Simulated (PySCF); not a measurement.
**How methods differ on the ionisation energy of Hg⁶⁶⁺**

Hg⁶⁶⁺ [Ne] 3s2 3p2 (3P) → Hg⁶⁷⁺ [Ne] 3s2 3p1 (2P), as a difference of total energies. Computed with PySCF 2.14 in an uncontracted even-tempered set (17 s from 20 bohr⁻², ratio 2.5; 12 p from 26 bohr⁻², ratio 2.5; 4 d from 97 bohr⁻², ratio 2.7; 4 f from 150 bohr⁻², ratio 2.7), with scalar relativity by spin-free X2C-1e. Correlated levels: outer shells: 1s2 frozen; virtual orbitals above 40 to 60 times the deepest correlated orbital energy dropped. The calculations carry no spin-orbit coupling.

| method | ionisation energy (eV) |
| --- | --- |
| UHF | 7662.6 |
| LDA | 7663.2 |
| PBE | 7664.8 |
| PBE0 | 7664.6 |
| r2SCAN | 7665.4 |
| BLYP | 7665.7 |
| r2SCANh | 7665.2 |
| MP2 (outer shells) | 7663.3 |
| SCS-MP2 (outer shells) | 7663.1 |

Spin-orbit coupling is strong in these open shells (close to jj coupling). The scalar numbers leave it out and a first-order estimate fails, so it can dominate the gap to the real levels.

Breit and QED terms and the two-electron picture change are absent.

For comparison: 8010 ± 40 eV (theoretical estimate listed by NIST; NIST Atomic Spectra Database, ionization energies).
